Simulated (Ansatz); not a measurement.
Molecule: AlBr3, net charge 0, singlet state. 
Structure (B3LYP-D3(BJ)/def2-TZVP (Ansatz, a first-principles code) minimum search):
```xyz
4

Br    -0.1587     2.2326    -0.0058
Al     0.0000     0.0000     0.0000
Br     2.0102    -0.9788     0.1040
Br    -1.8515    -1.2538    -0.0982
```

Wanted: vertical electron affinity (to the doublet state of charge -1; a negative value means that the extra electron is unbound and the number depends on the basis; each state is the SCF solution reached for its spin; the molecule has degenerate orbitals, so one determinant may break the symmetry; for the doublet the Hartree-Fock reference is unstable and T1 is 0.036), in eV. Correlated levels leave the core frozen unless marked. Open shells are spin-unrestricted. No spin-orbit coupling. The frozen core is the preceding noble-gas configuration, with the filled d and f shells of earlier blocks. No relativistic terms. Anions need diffuse functions: def2-D sets add few. 

| level | program | vertical electron affinity (eV) |
|---|---|---|
| PBE/def2-TZVPD | Ansatz | 0.53 |
| PBE0/def2-TZVPD | Ansatz | 0.41 |
| CAM-B3LYP/def2-TZVPD | Ansatz | 0.34 |
| wB97M-V/def2-TZVPD | Ansatz | 0.26 |
| wB97X-V/def2-TZVPD | Ansatz | 0.10 |
| CCSD/def2-SVPD | Ansatz | 0.07 |
| CCSD/def2-TZVPPD | Ansatz | 0.12 |
| CCSD(T)/def2-SVPD | Ansatz | 0.13 |
| CCSD(T)/def2-TZVPPD | Ansatz | 0.20 |
